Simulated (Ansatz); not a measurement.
Energy difference R1 → 2 P1, each structure at its B3LYP-D3(BJ)/def2-TZVP stationary point, reached from a drawn start (curvature not checked).
R1: H2 (SMILES [H][H]), charge 0, multiplicity 1.
P1: H atom, charge 0, multiplicity 2.

P less R. No zero-point or thermal terms.

CBS: X⁻³ extrapolation of the correlation energy, Hartree–Fock from the larger set.

Programs: Ansatz (an electronic-structure program). Each number belongs to the level named beside it.

PBE/def2-TZVPP gives 438.2 kJ/mol for the reaction energy.

Task: How do the other levels lie against it? Give each less PBE: r2SCAN/def2-TZVPP, PBE0/def2-TZVPP, wB97M-V/def2-TZVPP, B2PLYP/def2-TZVPP, MP2/CBS(cc-pVTZ, cc-pVQZ), CCSD(T)/CBS(cc-pVTZ, cc-pVQZ).

Result: r2SCAN/def2-TZVPP 11.9; PBE0/def2-TZVPP -1.3; wB97M-V/def2-TZVPP 16.3; B2PLYP/def2-TZVPP 15.3; MP2/CBS(cc-pVTZ, cc-pVQZ) 2.1; CCSD(T)/CBS(cc-pVTZ, cc-pVQZ) 20.3 kJ/mol. 5 of 6 lie above PBE; the widest gap is to CCSD(T)/CBS(cc-pVTZ, cc-pVQZ).
